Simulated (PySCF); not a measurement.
SMILES c1ccc(cc1)Sc1ccccc1, GFN2-xTB optimised geometry.

```
23

C     -2.58    -1.93     0.00
C     -3.27    -0.73     0.00
C     -2.58     0.47    -0.01
C     -1.19     0.46    -0.02
S     -0.34     2.02     0.02
C      1.08     1.71    -0.99
C      0.98     0.97    -2.16
C      2.11     0.77    -2.94
C      3.32     1.33    -2.57
C      3.41     2.09    -1.41
C      2.29     2.28    -0.62
C     -0.50    -0.74     0.00
C     -1.20    -1.93     0.00
H     -3.12    -2.87     0.00
H     -4.35    -0.72     0.01
H     -3.11     1.41    -0.02
H      0.03     0.54    -2.45
H      2.03     0.19    -3.84
H      4.20     1.18    -3.18
H      4.35     2.53    -1.12
H      2.35     2.87     0.28
H      0.58    -0.74     0.01
H     -0.65    -2.86     0.01
```

Density from PySCF with CAM-B3LYP/def2-SVP at that geometry.

Minimum of the electron density along straight lines between bonded atoms, close to the bond critical point (lines longer than 1.1 times the sum of covalent radii, or with two minima, are not listed):

```csv
bond,length / Å,ρ at the minimum / e bohr⁻³,∇²ρ there / e bohr⁻⁵,position (fraction from the first atom)
C1–C2,1.385,0.314,-0.82,0.50
C2–C3,1.383,0.315,-0.82,0.50
C3–C4,1.388,0.312,-0.80,0.49
C4–S5,1.777,0.197,-0.40,0.47
S5–C6,1.778,0.196,-0.40,0.53
C6–C7,1.388,0.312,-0.80,0.51
C7–C8,1.382,0.315,-0.82,0.50
C8–C9,1.386,0.314,-0.82,0.50
C9–C10,1.385,0.314,-0.82,0.50
C6–C11,1.388,0.313,-0.81,0.51
C10–C11,1.383,0.315,-0.82,0.50
C4–C12,1.388,0.312,-0.80,0.51
C1–C13,1.386,0.314,-0.82,0.50
C12–C13,1.382,0.315,-0.82,0.50
C1–H14,1.080,0.284,-1.09,0.63
C2–H15,1.080,0.284,-1.10,0.63
C3–H16,1.079,0.285,-1.10,0.64
C7–H17,1.080,0.285,-1.11,0.64
C8–H18,1.080,0.284,-1.09,0.63
C9–H19,1.080,0.284,-1.09,0.63
C10–H20,1.080,0.284,-1.09,0.63
C11–H21,1.079,0.285,-1.11,0.64
C12–H22,1.080,0.285,-1.11,0.64
C13–H23,1.080,0.284,-1.09,0.63
```
